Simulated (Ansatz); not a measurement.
`NB(F)[O][GeH3]` + `CSC[SiH2]O` → `CSCB(N)F` + `O[SiH2][O][GeH3]`  (redistribution)

Program: Ansatz. Geometries: PBE0-D4/def2-TZVP. ΔE: electronic, gas phase. CCSD(T)/CBS is the MP2 limit (def2-TZVPP, def2-QZVPP) plus CCSD(T) − MP2 in def2-TZVPP, frozen cores. For Ge outer-core shells are correlated without core-valence functions, which leaves a few kJ/mol of doubt a bond. Scalar relativity is left out up to krypton. One conformer a species, not always the lowest.

```csv
species,HF/CBS(def2) energy (Eh)
`NB(F)[O][GeH3]`,-2332.08099
`CSC[SiH2]O`,-841.88965
`CSCB(N)F`,-656.18444
`O[SiH2][O][GeH3]`,-2517.79134
```

Problem. Work out ΔE.

Solution. ΔE = (-656.18444) + (-2517.79134) − (-2332.08099) − (-841.88965) = -0.00514 Eh = -13.5 kJ/mol. CCSD(T)/CBS gives -6.7 kJ/mol.

Largest T1 diagnostic among the species: 0.012.

In def2-TZVPP, CCSD(T) changes the Hartree–Fock value by +6.4 kJ/mol (the triples alone add +1.3 kJ/mol) and MP2 by +4.9 kJ/mol. The D4 term adds +3.6 kJ/mol with B3LYP and +1.9 kJ/mol with PBE0; it sums over pairs of atoms, weighted by their polarisabilities, and B3LYP, whose exchange is more repulsive, gets the larger term.

B3LYP here is the variant with VWN-RPA as its local correlation; programs differ in this.
